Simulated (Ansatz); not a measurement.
Calculated with Ansatz (gas phase, PBE0-D4/def2-TZVP geometries, no zero-point term in ΔE). CBS: MP2 limit from def2 TZ/QZ plus the TZ coupled-cluster correction, frozen cores. DFT in def2-TZVPP. One conformer a species, not always the lowest.

`CN[SiH](C)O` → `COC(N)[SiH3]`  (isomerisation)

`CN[SiH](C)O`:

Z-matrix (Å, degrees):
```
C
N 1 1.445
H 1 1.093 2 109.7
H 1 1.097 2 113.0 3 119.7
H 1 1.095 2 111.8 3 -118.3
Si 2 1.710 1 126.0 3 -15.6
H 2 1.006 1 114.6 3 175.3
O 6 1.653 2 112.0 1 65.8
C 6 1.857 2 114.4 1 -51.5
H 6 1.491 2 103.7 1 -173.8
H 8 0.958 6 115.8 2 50.0
H 9 1.093 6 110.8 2 57.8
H 9 1.092 6 110.8 2 177.3
H 9 1.092 6 110.8 2 -62.2
```

`COC(N)[SiH3]`:

Z-matrix (Å, degrees):
```
C
O 1 1.409
H 1 1.099 2 110.8
H 1 1.090 2 107.1 3 118.8
H 1 1.094 2 111.3 3 -121.3
C 2 1.408 1 113.6 3 62.7
Si 6 1.903 2 105.8 1 -171.0
N 6 1.447 2 111.7 1 64.5
H 6 1.103 2 109.4 1 -53.3
H 7 1.488 6 108.0 2 -69.2
H 7 1.489 6 108.1 2 173.6
H 7 1.486 6 112.9 2 52.6
H 8 1.011 6 113.4 2 86.9
H 8 1.009 6 112.9 2 -147.6
```

| level | ΔE (kJ/mol) |
| --- | --- |
| PBE-D4 | 306.1 |
| r2SCAN-D4 | 327.5 |
| PBE0-D4 | 318.9 |
| B2PLYP | 329.3 |
| PBE0 | 318.5 |
| HF/def2-TZVPP | 334.6 |
| HF/CBS(def2) | 336.8 |
| CCSD/CBS(def2) | 337.6 |

Question: What does CCSD(T)/CBS give? (Estimate.)

Answer: Computed: +333.9 kJ/mol. The listed levels differ from it by -27.8, -6.4, -15.0, -4.6, -15.4, 0.7, 2.9, 3.7 kJ/mol.

Largest T1 diagnostic among the species: 0.012.

From PBE to PBE0 (25 % exact exchange), in def2-TZVPP and without D4, ΔE moves by +12.8 kJ/mol.
